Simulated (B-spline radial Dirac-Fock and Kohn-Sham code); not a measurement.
How core holes in Se⁴⁺ decay

System: Se⁴⁺, [Ar] 3d10 4s2, inside a Watson sphere of charge -4 and radius 1.6 Å (a model of the Madelung potential; inside it an electron's potential energy is raised by 36.0 eV).

Input of the calculation (task.json; shells as n, l, electrons):

```json
{"items": [{
  "Z": 34,
  "q": 4,
  "cfg": [[1, 0, 2], [2, 0, 2], [2, 1, 6], [3, 0, 2], [3, 1, 6], [3, 2, 10], [4, 0, 2]],
  "A": 80,
  "rrms": 4.14,
  "watson": [-4, 1.6],
  "do": ["binding", "quiet", "decay"],
  "holes": ["K", "L1", "L2", "L3", "M1", "M2", "M3", "M4", "M5", "N1"]
}]}
```

Launch: `python xray_run.py task.json out`

Level of theory: independent-particle rates on relativistic LDA orbitals of the hole state (multipoles up to L = 3, Coulomb Auger matrix elements, transition energies from Dirac-Fock); an atomic code on a B-spline grid.

Partial widths are in eV. Coster-Kronig decay leaves a hole in the same principal shell; its rates are the weakest part of the model, often 1.5 to 2.5 times too large and more for N holes. Holes without an open Auger channel, or with an unreliable SCF state, are not listed.

```
      hole  radiative     Auger  Coster-Kronig   total  fluorescence yield  lifetime (fs)
    K (1s)       1.33     0.895              0    2.22               0.598          0.296
   L1 (2s)     0.0119     0.677           5.34    6.02             0.00198          0.109
L2 (2p1/2)     0.0183     0.948              0   0.967              0.0190          0.681
L3 (2p3/2)     0.0180     0.996              0    1.01              0.0177          0.649
   M1 (3s)   7.22e-05    0.0182           2.53    2.55            2.84e-05          0.259
M2 (3p1/2)   0.000265   0.00132           1.70    1.71            0.000155          0.386
M3 (3p3/2)   0.000242  0.000963          0.498   0.499            0.000486           1.32
M4 (3d3/2)   4.67e-11    0.0151              0  0.0151            3.09e-09           43.5
M5 (3d5/2)   4.45e-11    0.0162              0  0.0162            2.75e-09           40.7
```
